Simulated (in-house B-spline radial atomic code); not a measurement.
**RPA and G0W0 on SCAN: Cd7+**

Configuration [Kr] 4d5, highest spin, mean-field start SCAN. Computed with a B-spline radial code for spherical atoms: all electrons, scalar-relativistic (spin-free one-electron X2C), finite nucleus, each spin shell either full or empty, empty states to l = 9 with an (l + 1/2)⁻⁴ tail; G0W0 by contour deformation at full frequency.

Command:
```bash
python run_gw.py task.json out
```
Settings (radii: box in bohr, nucleus in fm):
```
Z                        48
electrons                41
configuration            [Kr] 4d5
hamiltonian              x2c
method                   scan,scan
lmax                     9
rms_radius               4.6087
spin_polarised           True
box_radius               8.41
intervals                66
```

Cost of the run: 6 s on 1 thread of AMD EPYC 7R43 64-Core Processor, with other jobs on the host.

Energies (hartree):

| term | value |
| --- | --- |
| mean-field total | -5580.46659 |
| Hartree-Fock functional on these orbitals | -5577.82405 |
| direct second order | -3.4979 |
| second-order exchange | 1.0039 |
| SOSEX correction | 0.94734 |

Question: What is the RPA correlation energy, and what remains with SOSEX?

Answer: RPA gives -3.1496 hartree (-2.09 eV per electron); RPA + SOSEX gives -2.2023, and the second-order doubles -2.494 hartree (no singles). RPA lacks exchange-type terms and so overcorrelates at short range.

Quasi-particle levels (eV):

```tsv
level	occupied	mean field	Σx - vxc	Σc	QP weight	G0W0
4d up	yes	-122.03	-9.77	?	?	?
4p down	yes	-177.33	-9.90	-0.43	0.959	-187.66
4d down	no	-114.46	11.95	-3.94	0.967	-106.45
```

G0W0 = mean field + (Σx - vxc) + Σc, with Σc (partial-wave tail included) taken at the quasi-particle energy. Only the outer levels were computed. Levels of low weight are left out.

Question: Where does G0W0 put 4d up?

Answer: At -131.90 eV, with Σc = -0.10 eV and a quasi-particle weight of 0.968. The tabulated removal energy is 130.1 ± 2.1 eV (NIST, tabulated theory); the calculation leaves out spin-orbit coupling, Breit and QED terms, and what these don't explain is the method's own error.
